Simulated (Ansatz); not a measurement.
Ansatz (a program for electronic structure) input (HF/6-31G* with LANL2DZ past Ar): The .json file joins the Basis Set Exchange's 6-31G* for atoms up to Ar and LANL2DZ past it.

Ansatz 0.2 input:
```yaml
crystal:
  periodic: [false, false, false]
  atoms:
    - {symbol: C, position_ang: [3.80986094, -0.14903283, 0.02834477]}
    - {symbol: C, position_ang: [2.50285234, 0.49899146, 0.37764426]}
    - {symbol: C, position_ang: [1.20327604, -0.19673139, 0.08174590]}
    - {symbol: C, position_ang: [-0.01863917, 0.71872364, 0.23829553]}
    - {symbol: Ge, position_ang: [-1.73963054, -0.16552377, -0.16095437]}
    - {symbol: H, position_ang: [3.79987786, -0.53441460, -0.98790114]}
    - {symbol: H, position_ang: [4.63441364, 0.55119362, 0.11205015]}
    - {symbol: H, position_ang: [4.03182160, -0.99147016, 0.68613000]}
    - {symbol: H, position_ang: [2.50131227, 1.25084123, 1.15069666]}
    - {symbol: H, position_ang: [1.09349266, -1.06450968, 0.73721967]}
    - {symbol: H, position_ang: [1.23823238, -0.59817255, -0.92962344]}
    - {symbol: H, position_ang: [0.07826939, 1.58147177, -0.41459903]}
    - {symbol: H, position_ang: [-0.06810621, 1.10351421, 1.25348390]}
    - {symbol: H, position_ang: [-1.96002275, -1.36377509, 0.77855930]}
    - {symbol: H, position_ang: [-2.91053646, 0.81424726, 0.01770283]}
    - {symbol: H, position_ang: [-1.75467773, -0.68387064, -1.60936171]}
basis:
  gaussian:
    orbitals: 6-31Gs+LANL2DZ.json
hamiltonian:
  xc: {name: HF}
magnetization: {spin_polarized: true, initial_magnetization: 1}
phonons: {temperatures: {t_min: 298.15, t_max: 298.15, t_step: 100}}
```

Output:

```
Functional definition: HF
integrals: 0.04 GiB planned
1177 factors; integrals over basis functions are off by at most 3.6e-4 eV
mean field: 0.42 GiB planned
mean field evaluation 1: about -4390.0605 eV, gradient 2.0e1 eV
mean field evaluation 2: about -4390.1854 eV, gradient 2.0e1 eV
mean field evaluation 4: about -4392.9583 eV, gradient 2.6e0 eV
mean field evaluation 8: about -4393.0190 eV, gradient 3.3e-1 eV
mean field -4393.02078958 eV, -161.4405363206 hartree, gradient 1.9e-5 eV, S^2 0.762779; 0 other end points of the search recorded, 0 dependent functions left out
the calculation of the forces begins
reference -4393.02078958 eV, -161.4405363206 hartree; 20, 19 occupied and 70, 71 virtual orbitals, 1177 factors
these checks for a lower state are left out or cut short: stability, starts, cluster_reference, orbital_swaps, neighbouring_geometries, increment
integrals: 0.04 GiB planned
1177 factors; integrals over basis functions are off by at most 3.6e-4 eV
mean field: 0.42 GiB planned
mean field evaluation 16: about -4392.8738 eV, gradient 3.6e-1 eV
mean field -4393.02061224 eV, -161.4405298034 hartree, gradient 1.5e-6 eV, S^2 0.762792; 0 other end points of the search recorded, 0 dependent functions left out
the calculation of the forces begins
reference -4393.02061224 eV, -161.4405298034 hartree; 20, 19 occupied and 70, 71 virtual orbitals, 1177 factors
these checks for a lower state are left out or cut short: stability, starts, cluster_reference, orbital_swaps, neighbouring_geometries, increment
integrals: 0.04 GiB planned
1177 factors; integrals over basis functions are off by at most 3.6e-4 eV
mean field: 0.42 GiB planned
mean field -4393.02061226 eV, -161.4405298043 hartree, gradient 1.5e-6 eV, S^2 0.762766; 0 other end points of the search recorded, 0 dependent functions left out
the calculation of the forces begins
reference -4393.02061226 eV, -161.4405298043 hartree; 20, 19 occupied and 70, 71 virtual orbitals, 1177 factors
these checks for a lower state are left out or cut short: stability, starts, cluster_reference, orbital_swaps, neighbouring_geometries, increment
integrals: 0.04 GiB planned
1177 factors; integrals over basis functions are off by at most 3.6e-4 eV
mean field: 0.42 GiB planned
mean field evaluation 32: about -4393.0206 eV, gradient 1.3e-6 eV
mean field -4393.02061043 eV, -161.4405297370 hartree, gradient 1.4e-6 eV, S^2 0.762798; 0 other end points of the search recorded, 0 dependent functions left out
the calculation of the forces begins
reference -4393.02061043 eV, -161.4405297370 hartree; 20, 19 occupied and 70, 71 virtual orbitals, 1177 factors
these checks for a lower state are left out or cut short: stability, starts, cluster_reference, orbital_swaps, neighbouring_geometries, increment
integrals: 0.04 GiB planned
1177 factors; integrals over basis functions are off by at most 3.6e-4 eV
mean field: 0.42 GiB planned
mean field -4393.02060983 eV, -161.4405297148 hartree, gradient 1.5e-6 eV, S^2 0.762761; 0 other end points of the search recorded, 0 dependent functions left out
the calculation of the forces begins
reference -4393.02060983 eV, -161.4405297148 hartree; 20, 19 occupied and 70, 71 virtual orbitals, 1177 factors
these checks for a lower state are left out or cut short: stability, starts, cluster_reference, orbital_swaps, neighbouring_geometries, increment
integrals: 0.04 GiB planned
1177 factors; integrals over basis functions are off by at most 3.6e-4 eV
mean field: 0.42 GiB planned
mean field -4393.02060764 eV, -161.4405296346 hartree, gradient 2.6e-6 eV, S^2 0.762753; 0 other end points of the search recorded, 0 dependent functions left out
the calculation of the forces begins
reference -4393.02060764 eV, -161.4405296346 hartree; 20, 19 occupied and 70, 71 virtual orbitals, 1177 factors
these checks for a lower state are left out or cut short: stability, starts, cluster_reference, orbital_swaps, neighbouring_geometries, increment
integrals: 0.04 GiB planned
1177 factors; integrals over basis functions are off by at most 3.6e-4 eV
mean field: 0.42 GiB planned
mean field -4393.02060800 eV, -161.4405296475 hartree, gradient 2.2e-6 eV, S^2 0.762805; 0 other end points of the search recorded, 0 dependent functions left out
the calculation of the forces begins
reference -4393.02060800 eV, -161.4405296475 hartree; 20, 19 occupied and 70, 71 virtual orbitals, 1177 factors
these checks for a lower state are left out or cut short: stability, starts, cluster_reference, orbital_swaps, neighbouring_geometries, increment
integrals: 0.04 GiB planned
1177 factors; integrals over basis functions are off by at most 3.6e-4 eV
mean field: 0.42 GiB planned
mean field -4393.02061596 eV, -161.4405299403 hartree, gradient 1.9e-6 eV, S^2 0.762783; 0 other end points of the search recorded, 0 dependent functions left out
[...]
the calculation of the forces begins
reference -4393.02075558 eV, -161.4405350713 hartree; 20, 19 occupied and 70, 71 virtual orbitals, 1177 factors
these checks for a lower state are left out or cut short: stability, starts, cluster_reference, orbital_swaps, neighbouring_geometries, increment
integrals: 0.04 GiB planned
1177 factors; integrals over basis functions are off by at most 3.6e-4 eV
mean field: 0.42 GiB planned
mean field -4393.02075497 eV, -161.4405350486 hartree, gradient 1.8e-6 eV, S^2 0.762779; 0 other end points of the search recorded, 0 dependent functions left out
the calculation of the forces begins
reference -4393.02075497 eV, -161.4405350486 hartree; 20, 19 occupied and 70, 71 virtual orbitals, 1177 factors
these checks for a lower state are left out or cut short: stability, starts, cluster_reference, orbital_swaps, neighbouring_geometries, increment
integrals: 0.04 GiB planned
1177 factors; integrals over basis functions are off by at most 3.6e-4 eV
mean field: 0.42 GiB planned
mean field -4393.02076371 eV, -161.4405353699 hartree, gradient 1.1e-6 eV, S^2 0.762779; 0 other end points of the search recorded, 0 dependent functions left out
the calculation of the forces begins
reference -4393.02076371 eV, -161.4405353699 hartree; 20, 19 occupied and 70, 71 virtual orbitals, 1177 factors
these checks for a lower state are left out or cut short: stability, starts, cluster_reference, orbital_swaps, neighbouring_geometries, increment
integrals: 0.04 GiB planned
1177 factors; integrals over basis functions are off by at most 3.6e-4 eV
mean field: 0.42 GiB planned
mean field -4393.02076313 eV, -161.4405353488 hartree, gradient 1.2e-6 eV, S^2 0.762779; 0 other end points of the search recorded, 0 dependent functions left out
the calculation of the forces begins
reference -4393.02076313 eV, -161.4405353488 hartree; 20, 19 occupied and 70, 71 virtual orbitals, 1177 factors
these checks for a lower state are left out or cut short: stability, starts, cluster_reference, orbital_swaps, neighbouring_geometries, increment
integrals: 0.04 GiB planned
1177 factors; integrals over basis functions are off by at most 3.6e-4 eV
mean field: 0.42 GiB planned
mean field evaluation 544: about -4392.8741 eV, gradient 3.4e-1 eV
mean field -4393.02078180 eV, -161.4405360348 hartree, gradient 9.0e-7 eV, S^2 0.762779; 0 other end points of the search recorded, 0 dependent functions left out
the calculation of the forces begins
reference -4393.02078180 eV, -161.4405360348 hartree; 20, 19 occupied and 70, 71 virtual orbitals, 1177 factors
these checks for a lower state are left out or cut short: stability, starts, cluster_reference, orbital_swaps, neighbouring_geometries, increment
integrals: 0.04 GiB planned
1177 factors; integrals over basis functions are off by at most 3.6e-4 eV
mean field: 0.42 GiB planned
mean field -4393.02078308 eV, -161.4405360817 hartree, gradient 1.0e-6 eV, S^2 0.762779; 0 other end points of the search recorded, 0 dependent functions left out
the calculation of the forces begins
reference -4393.02078308 eV, -161.4405360817 hartree; 20, 19 occupied and 70, 71 virtual orbitals, 1177 factors
these checks for a lower state are left out or cut short: stability, starts, cluster_reference, orbital_swaps, neighbouring_geometries, increment
integrals: 0.04 GiB planned
1177 factors; integrals over basis functions are off by at most 3.6e-4 eV
mean field: 0.42 GiB planned
mean field -4393.02078209 eV, -161.4405360453 hartree, gradient 9.7e-7 eV, S^2 0.762779; 0 other end points of the search recorded, 0 dependent functions left out
the calculation of the forces begins
reference -4393.02078209 eV, -161.4405360453 hartree; 20, 19 occupied and 70, 71 virtual orbitals, 1177 factors
these checks for a lower state are left out or cut short: stability, starts, cluster_reference, orbital_swaps, neighbouring_geometries, increment
integrals: 0.04 GiB planned
1177 factors; integrals over basis functions are off by at most 3.6e-4 eV
mean field: 0.42 GiB planned
mean field -4393.02078395 eV, -161.4405361137 hartree, gradient 9.4e-7 eV, S^2 0.762779; 0 other end points of the search recorded, 0 dependent functions left out
the calculation of the forces begins
reference -4393.02078395 eV, -161.4405361137 hartree; 20, 19 occupied and 70, 71 virtual orbitals, 1177 factors
these checks for a lower state are left out or cut short: stability, starts, cluster_reference, orbital_swaps, neighbouring_geometries, increment
integrals: 0.04 GiB planned
1177 factors; integrals over basis functions are off by at most 3.6e-4 eV
mean field: 0.42 GiB planned
mean field -4393.02077739 eV, -161.4405358726 hartree, gradient 1.4e-6 eV, S^2 0.762779; 0 other end points of the search recorded, 0 dependent functions left out
the calculation of the forces begins
reference -4393.02077739 eV, -161.4405358726 hartree; 20, 19 occupied and 70, 71 virtual orbitals, 1177 factors
these checks for a lower state are left out or cut short: stability, starts, cluster_reference, orbital_swaps, neighbouring_geometries, increment
integrals: 0.04 GiB planned
1177 factors; integrals over basis functions are off by at most 3.6e-4 eV
mean field: 0.42 GiB planned
mean field evaluation 576: about -4393.0208 eV, gradient 7.6e-6 eV
mean field -4393.02077796 eV, -161.4405358935 hartree, gradient 1.5e-6 eV, S^2 0.762779; 0 other end points of the search recorded, 0 dependent functions left out
the calculation of the forces begins
reference -4393.02077796 eV, -161.4405358935 hartree; 20, 19 occupied and 70, 71 virtual orbitals, 1177 factors
these checks for a lower state are left out or cut short: stability, starts, cluster_reference, orbital_swaps, neighbouring_geometries, increment
integrals: 0.04 GiB planned
1177 factors; integrals over basis functions are off by at most 3.6e-4 eV
mean field: 0.42 GiB planned
mean field -4393.02074034 eV, -161.4405345112 hartree, gradient 1.1e-6 eV, S^2 0.762779; 0 other end points of the search recorded, 0 dependent functions left out
the calculation of the forces begins
reference -4393.02074034 eV, -161.4405345112 hartree; 20, 19 occupied and 70, 71 virtual orbitals, 1177 factors
these checks for a lower state are left out or cut short: stability, starts, cluster_reference, orbital_swaps, neighbouring_geometries, increment
integrals: 0.04 GiB planned
1177 factors; integrals over basis functions are off by at most 3.6e-4 eV
mean field: 0.42 GiB planned
mean field -4393.02074086 eV, -161.4405345301 hartree, gradient 1.1e-6 eV, S^2 0.762779; 0 other end points of the search recorded, 0 dependent functions left out
the calculation of the forces begins
reference -4393.02074086 eV, -161.4405345301 hartree; 20, 19 occupied and 70, 71 virtual orbitals, 1177 factors
Total energy: -4393.02078958 eV, -161.4405363206 hartree
Atom 0 at     3.809861    -0.149033     0.028345 Å, force    -0.000041     0.000079    -0.000254 eV/Å
Atom 1 at     2.502852     0.498991     0.377644 Å, force    -0.000877    -0.000042     0.000037 eV/Å
Atom 2 at     1.203276    -0.196731     0.081746 Å, force    -0.000013    -0.000145    -0.000573 eV/Å
Atom 3 at    -0.018639     0.718724     0.238296 Å, force     0.000005     0.000664     0.000734 eV/Å
Atom 4 at    -1.739631    -0.165524    -0.160954 Å, force     0.000328    -0.000626    -0.000360 eV/Å
Atom 5 at     3.799878    -0.534415    -0.987901 Å, force    -0.000155    -0.000141    -0.000223 eV/Å
Atom 6 at     4.634414     0.551194     0.112050 Å, force     0.000462     0.000162    -0.000022 eV/Å
Atom 7 at     4.031822    -0.991470     0.686130 Å, force     0.000018    -0.000222     0.000236 eV/Å
Atom 8 at     2.501312     1.250841     1.150697 Å, force     0.000046     0.000018     0.000080 eV/Å
Atom 9 at     1.093493    -1.064510     0.737220 Å, force     0.000051    -0.000101     0.000489 eV/Å
Atom 10 at     1.238232    -0.598173    -0.929623 Å, force     0.000240     0.000215    -0.000010 eV/Å
Atom 11 at     0.078269     1.581472    -0.414599 Å, force    -0.000014     0.000059     0.000138 eV/Å
Atom 12 at    -0.068106     1.103514     1.253484 Å, force     0.000279     0.000086     0.000019 eV/Å
Atom 13 at    -1.960023    -1.363775     0.778559 Å, force    -0.000105     0.000008     0.000007 eV/Å
Atom 14 at    -2.910536     0.814247     0.017703 Å, force     0.000149     0.000105    -0.000253 eV/Å
Atom 15 at    -1.754678    -0.683871    -1.609362 Å, force    -0.000372    -0.000119    -0.000043 eV/Å
Dipole moment:     0.164523     0.045963     0.064207 e Å
Vibrations: 64.77 87.44 116.03 125.58 163.07 273.71 383.39 472.95 527.08 582.74 709.09 781.60 920.56 961.32 965.38 973.73 997.65 1087.88 1097.00 1185.43 1202.92 1261.62 1337.99 1427.52 1451.27 1542.46 1566.49 1605.75 1627.01 1629.97 1635.52 2174.69 2177.91 2194.06 3130.55 3151.56 3192.48 3209.69 3220.35 3253.79 3261.82 3319.81 cm⁻¹, zero-point energy 3.784719 eV
```

The blocks after the first are displaced geometries, from whose forces the wavenumbers follow.
